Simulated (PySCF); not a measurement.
PySCF 2.14 output of an unrestricted r2SCAN calculation on a single atom or ion in aug-cc-pwCVTZ-PP with ECP60MDF, with a scalar-relativistic core potential:

```
SCF conv_tol = 1e-09
number electrons alpha = 9  beta = 9
    J. W. Furness, A. D. Kaplan, J. Ning, J. P. Perdew, and J. Sun.,  J. Phys. Chem. Lett. 11, 8208-8215 (2020)
    J. W. Furness, A. D. Kaplan, J. Ning, J. P. Perdew, and J. Sun.,  J. Phys. Chem. Lett. 11, 9248-9248 (2020)
    J. W. Furness, A. D. Kaplan, J. Ning, J. P. Perdew, and J. Sun.,  J. Phys. Chem. Lett. 11, 8208-8215 (2020)
    J. W. Furness, A. D. Kaplan, J. Ning, J. P. Perdew, and J. Sun.,  J. Phys. Chem. Lett. 11, 9248-9248 (2020)
cycle= 1 E= -152.492436575771  delta_E= -0.00501  |g|= 0.0101  |ddm|= 0.109
cycle= 2 E= -152.492446835306  delta_E= -1.03e-05  |g|= 0.0102  |ddm|= 0.0107
cycle= 3 E= -152.49247090603  delta_E= -2.41e-05  |g|= 0.000437  |ddm|= 0.00429
cycle= 4 E= -152.492470966967  delta_E= -6.09e-08  |g|= 6.47e-06  |ddm|= 0.000262
cycle= 5 E= -152.492470966977  delta_E= -9.75e-12  |g|= 1.26e-07  |ddm|= 4.51e-06
converged SCF energy = -152.492470966977  <S^2> = -1.7763568e-15  2S+1 = 1
```

The run itself started from symmetry-adapted Hartree-Fock orbitals and held the occupation by maximum overlap, on a logarithmic radial grid, so the iterations belong to that start.

**Question.** Which element, charge and spin multiplicity is this?

**Answer.** Hg²⁺ (mercury, charge +2), multiplicity 1; the state was [Xe] 4f14 5d10, closed-shell 1S.

Energies and moments cover only the electrons outside the core potential. Spin-orbit coupling, which splits the p, d and f shells strongly at this Z, is absent.
